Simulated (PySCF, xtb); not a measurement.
CCl3, SMILES Cl[C](Cl)Cl (connectivity only; charge and spin as stated), charge +1, multiplicity 1. Atoms are numbered in the order given.

```xyz
4

Cl    -1.6577     0.0000     0.0000
C      0.0000     0.0000     0.0000
Cl     0.8289    -1.4356     0.0000
Cl     0.8289     1.4356     0.0000
```
Charge +1, spin multiplicity 1.

Geometry: TPSSh-D3(BJ)/def2-SVP. The multiplicity is an assumed one; other spin states were not compared. The isomer is the one that the SMILES or the coordinates give; other isomers of the formula were not compared.

Calculation: C-PCM-B3LYP/def2-SVP run with PySCF 2.14.0.

The values are the electrostatic part of the solvation free energy, E(continuum) − E(gas) at the gas-phase geometry, in a cavity of scaled van der Waals radii (PySCF's table); cavitation and dispersion terms are not included. In vacuum the orbital gap is 5.00 eV.

Estimate the values in water (ε = 78.36), 2-propanol (ε = 19.26), cyclohexanone (ε = 15.62). (Estimate from the structure and the level; the computed values follow.)


```csv
solvent,ε,ΔG(elec) (kcal/mol),gap (eV)
water,78.36,-57.7,5.06
2-propanol,19.26,-55.4,5.05
cyclohexanone,15.62,-54.7,5.05
```

For comparison, GFN2-xTB/ALPB(water) (xtb, at the GFN2-xTB geometry, all terms of that model) gives -54.2 kcal/mol.
